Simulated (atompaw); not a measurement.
As (Z = 33): one change to a PAW (atompaw) potential, before and after

atompaw 4.2.0.5 input, output lines left out:

```
As 33
GGA-PBESOL scalarrelativistic loggrid 1500 logderivrange -5 5 251
4 4 3 0 0 0
4 1 3
0 0 0
c
c
c
v
c
c
v
v
2
1.90 1.55 1.25 1.65
y
0.5
n
y
0.75
n
y
-1.35
n
custom polynom2 7 10 vanderbiltortho besselshape
3 -0.5 troulliermartins
1.55
1.55
1.90
1.90
0.85
0.85
```

All-electron outer shells of the reference configuration (PBEsol, scalar-relativistic, ld1.x):

```json
{"shell": "3s", "level (eV)": "-189.91", "outermost node (bohr)": "0.25", "outermost maximum (bohr)": "0.52"}
{"shell": "3p", "level (eV)": "-133.47", "outermost node (bohr)": "0.22", "outermost maximum (bohr)": "0.52"}
{"shell": "3d", "level (eV)": "-40.64", "outermost node (bohr)": "–", "outermost maximum (bohr)": "0.47"}
{"shell": "4s", "level (eV)": "-14.50", "outermost node (bohr)": "0.73", "outermost maximum (bohr)": "1.61"}
{"shell": "4p", "level (eV)": "-5.20", "outermost node (bohr)": "0.78", "outermost maximum (bohr)": "1.97"}
```

Change: augmentation besselshape compensation charge, radius 1.55 bohr; PAW radius 1.90 bohr; waves and projectors: custom rrkj vanderbiltortho.

Cutoffs: the cutoffs (Ry, on a coarse ladder) from which the occupation-weighted sum of valence levels, in a spherical-Bessel basis at the reference potential, stays within 10 and 1 mRy of its value at 400 Ry; they do not see the model core or the augmentation charge, which bear on the density cutoff.

What does the change do?

The bound ghosts move from p, s to s; the d channel binds one level more than in the base.

```csv
quantity,base,changed
"cutoffs, loose and tight",not determined,"230 Ry, over 300 Ry"
bound ghosts,"s, p",s
s: phases at 1.90 bohr within 0.05 rad from the reference energy up to (Ry; the scan ends near 5),to the end of the scan,to the end of the scan
p: phases at 1.90 bohr within 0.05 rad from the reference energy up to (Ry; the scan ends near 5),to the end of the scan,to the end of the scan
d: phases at 1.90 bohr within 0.05 rad from the reference energy up to (Ry; the scan ends near 5),to the end of the scan,to the end of the scan
lowest overlap eigenvalue by channel,"s 0.05, p 0.16, d 0.55","s 0.38, p 0.48, d 0.95"
```

 A true bound ghost makes a file unfit for plane-wave use even where its test errors are small: the radial tests pick states by their node count and pass the ghost by. The cutoffs see the waves, projectors and local potential, not the compensation charge or the core.
